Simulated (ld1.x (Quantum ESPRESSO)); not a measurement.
## hafnium (Hf) TM: all-electron and pseudo phase curves

hafnium, norm-conserving Troullier–Martins (Kleinman–Bylander form), made with ld1.x (Quantum ESPRESSO) 7.5 (PBE, fully relativistic). Core [Xe] 4f14, reference 5d2 6s2 6p0. Waves: 6s (bound): rc 2.05 bohr; 6p (bound, empty): rc 3.00 bohr; 5d (bound): rc 2.70 bohr. Local part: the d channel. Core correction: none.

Open shells are filled in proportion to 2j + 1 (rel_dist='average').

The phase is arctan(r·u′/u) with u = r·R(r), unwrapped; energies in Ry, scanned from -2 to 5 Ry. A pole is an energy at which the radial function vanishes at the test radius. The pseudo phase is shifted by a multiple of π to meet the all-electron one at the reference energy, and phase errors are pseudo minus all-electron; the curves can meet again beyond the range given. Levels narrower than the energy grid can be missing from the lists of poles. Where the grid stepped over a known ghost or core level, its pole and its step of π were put in at the level’s energy.

| channel | radius (bohr) | reference energy (Ry) | poles, all-electron | poles, pseudo | unbroken range about the reference energy with phases within 0.05 rad | phase error 1 Ry above the reference energy (rad) |
| --- | --- | --- | --- | --- | --- | --- |
| s | 3.25 | -0.38 | 0.90 | -1.62, 0.96 | -1.5 to 2.4 | +0.009 |
| p1/2 | 3.25 | -0.12 | 1.78 | 0.23, 2.03 | below 0.1 | -3.074 |
| p3/2 | 3.25 | -0.10 | 2.13 | -0.21, 2.28 | -0.2 to 0.2 | +0.057 |
| d3/2 | 3.25 | -0.22 | 0.12, 4.04 | 0.16, 4.17 | not even at the reference energy | +0.025 |
| d5/2 | 3.25 | -0.19 | 0.18, 4.13 | 0.16, 4.17 | not even at the reference energy | -0.007 |

Note: ghost states, extra bound levels that the all-electron valence spectrum of the same l lacks: s at -22.2 eV, p3/2 at -2.82 eV. A true bound ghost makes a file unfit for plane-wave use. The potential misses its own reference levels by up to 0.3 eV.

Phases in the d5/2 channel:

```tsv
E (Ry)	all-electron	pseudo
-2.00	1.345	1.345
-1.52	1.305	1.305
-1.04	1.228	1.227
-0.56	0.958	0.947
-0.08	-1.246	-1.290
0.40	-1.679	-1.690
0.88	-1.850	-1.857
1.36	-2.135	-2.140
1.84	-3.222	-3.201
2.32	-4.259	-4.245
2.80	-4.512	-4.504
3.28	-4.616	-4.611
3.76	-4.677	-4.673
4.24	-4.722	-4.718
4.72	-4.761	-4.758
```
